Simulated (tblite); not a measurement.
Compound: C6H9O2 (doublet state).
Atom-mapped SMILES: `[CH3:1]/[C:2]([CH:3]=[O:4])=[CH:5]\[CH2:6][CH2:7][O:8]` (hydrogens: H9, H10, H11 on C1; H12 on C3; H13 on C5; H14, H15 on C6; H16, H17 on C7)

Structure optimised with GFN2-xTB, isolated species. This method treats the open shell by occupation alone, without spin polarisation.

Entries marked ? are missing. Bonds in one row agree within 0.01 Å.

```
    coordinate    value
         C1–C2  1.472 Å
         C2–C3        ?
         C3=O4        ?
         C2=C5  1.352 Å
         C5–C6  1.477 Å
         C6–C7        ?
         C7–O8  1.334 Å
         C1–H9  1.151 Å
C1–H10, C1–H11  1.087 Å
        C3–H12  1.108 Å
        C5–H13  1.083 Å
C6–H14, C6–H15  1.089 Å
C7–H16, C7–H17  1.106 Å
      C1–C2–C3        ?
      C1–C2–C5        ?
      C3–C2–C5   119.5°
      C2–C3–O4   125.2°
      C2–C5–C6        ?
      C5–C6–C7   107.9°
      C6–C7–O8   113.5°
```

**Question.** Estimate the withheld lengths and angles.

**Answer.** 
- C2–C3 = 1.471 Å, drawn single (ends: carbon bonded to 3 C; carbon bonded to C, O and H); 0.01 Å above the sum of covalent radii, 1.46 Å.
- C3=O4 = 1.204 Å, drawn double (ends: carbon bonded to C, O and H; oxygen bonded to C); 0.19 Å below the sum of covalent radii, 1.39 Å.
- C6–C7 = 1.582 Å, drawn single (ends: carbon bonded to 2 C and 2 H; carbon bonded to C, O and 2 H); 0.06 Å above the sum of covalent radii, 1.52 Å.
- C1–C2–C3 = 118.3°, at the carbon bonded to 3 C; the outer atoms are 2.526 Å apart.
- C1–C2–C5 = 122.1°, at the carbon bonded to 3 C; the outer atoms are 2.472 Å apart.
- C2–C5–C6 = 123.4°, at the carbon bonded to 2 C and H; the outer atoms are 2.491 Å apart.

Radii are Cordero's, carbon taken as 0.76, 0.73 or 0.69 Å for four, three, and two or fewer neighbours.

Its GFN2-xTB frequencies are all real (lowest 80 cm⁻¹). Torsions: C1–C2–C3–O4 -2°, C2–C5–C6–C7 66°, C5–C6–C7–O8 -81°.

One conformer stands for the species.

The numbers are calculated, not measured.
